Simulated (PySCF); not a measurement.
Bonds (- single, = double, # triple, : aromatic): O1-Si2, Si2-C3, C3=C4, C4-F5, C3-C6, C6-C7, C7-F8. O1 carries H9; Si2 carries H10, H11; C4 carries H12; C6 carries H13, H14; C7 carries H15, H16. Stereochemistry as in O[SiH2]/C(=C\F)CCF.

[PySCF 2.14.0 with density-fitted response routines: GFN2-xTB structure; σ from GIAO-PBE0/pcSseg-1; non-relativistic; gas phase; averaged over atoms made equivalent by symmetry, fast rotation or ring inversion; one conformer]

Shifts are taken against calculated references (same method and geometry level): ¹³C (186.93 ppm) and ¹H (31.72 ppm) and ²⁹Si (349.16 ppm) vs TMS; ¹⁷O (336.08 ppm) vs H2O; ¹⁹F (170.95 ppm) against CFCl3.

```tsv
atoms	nucleus	count	Hirshfeld charge	δ (ppm)
C4	¹³C	1	0.04	?
Si2	²⁹Si	1	0.38	-35.9
F8	¹⁹F	1	-0.10	?
C7	¹³C	1	0.03	91.8
H10/H11	¹H	2	-0.08	5.21
H12	¹H	1	0.06	?
C3	¹³C	1	-0.12	125.8
H13/H14	¹H	2	0.05	2.37
H9	¹H	1	0.15	2.08
F5	¹⁹F	1	-0.08	?
H15/H16	¹H	2	0.05	4.79
C6	¹³C	1	-0.07	36.6
O1	¹⁷O	1	-0.31	19.2
```

**Question.** Estimate the values marked ?.

**Answer.** 
- C4: 165.4 ppm, alkene CH
- H12: 7.07 ppm, hydrogen on an alkene CH; olefinic region
- F5: -95.8 ppm, vinylic fluorine
- F8: -244.3 ppm, fluorine on an sp3 carbon

OH and NH positions are those of a molecule without intermolecular hydrogen bonds; in solution they move with solvent, concentration and temperature, and exchange usually removes their couplings. Shifts are as computed. Against solution values, carbons near 30 ppm lie about +3 ppm off and those near 130 ppm about +5 ppm. Of 1211 compounds with measured shifts, 218 miss one by over three times the rms of a fit or turn the order of signals round; such compounds aren't used in these exercises. Unscaled 19F shifts against computed CFCl3 carry errors that often reach 10 to 50 ppm. Experimental scales use liquid or dissolved standards, which lie at an offset from isolated H2O (liquid H2O: subtract about 36 ppm).
